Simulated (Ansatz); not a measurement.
The first iterations of a band of BF2H2N + H2S (9 atoms, charge 0, multiplicity 1).

Method: RHF/6-31G* (Ansatz).

| Item | Value |
| --- | --- |
| movable images | 7 |
| climbing image | yes |
| spring | 5.0 eV/Å² |
| optimiser | quadratic models (default) |
| start path | through a guess of the saddle point |
| force threshold | 0.05 eV/Å |
| iteration limit | 60 |
| end points | relaxed |

First end point:

```xyz
9
Properties=species:S:1:pos:R:3
B 0.228 -0.661 0.222
N 0.233 -0.485 1.600
H -0.198 0.298 2.040
H 0.671 -1.129 2.217
F 0.813 -1.699 -0.346
F -0.364 0.214 -0.578
S -1.451 3.047 1.548
H -1.610 2.441 0.380
H -0.321 3.649 1.198
```

Last end point:

```xyz
9
Properties=species:S:1:pos:R:3
B -0.200 0.458 0.202
N 0.248 0.331 1.823
H -0.533 0.478 2.437
H 0.618 -0.589 1.996
F 0.967 0.204 -0.441
F -1.149 -0.504 0.080
S -0.817 2.241 -0.098
H -2.089 2.047 0.231
H 0.956 1.007 2.052
```

| iteration | highest image above the first end (eV) | largest band force component (eV/Å) |
| --- | --- | --- |
| 1 | 26.240 | 87.467 |
| 2 | 12.662 | 34.888 |
| 3 | 7.808 | 20.648 |
| 4 | 2.823 | 11.217 |
| 5 | 2.199 | 6.996 |
| 6 | 2.489 | 2.511 |
| 7 | 2.457 | 2.316 |
| 8 | 2.141 | 2.188 |
| 9 | 1.981 | 1.488 |
| 10 | 2.170 | 12.019 |
| 11 | 1.898 | 2.813 |

Q: Does the band converge within its limit, and where does its top end?

A: The forces met the threshold. It ended after 33 iterations with the highest image 1.880 eV above the first end. Neighbouring images differ by up to 1.6 eV, so the band resolves the path poorly. A vibrational analysis at the climbing image gives one clearly imaginary mode, 677i cm⁻¹: a first-order saddle point. The orbitals stay closed-shell, which can raise the energy where a bond breaks towards radicals; this wasn't checked here.

Run time: 6.5 min on 1 thread of Arm Neoverse V1, on a shared host, peak memory 0.18 GiB.
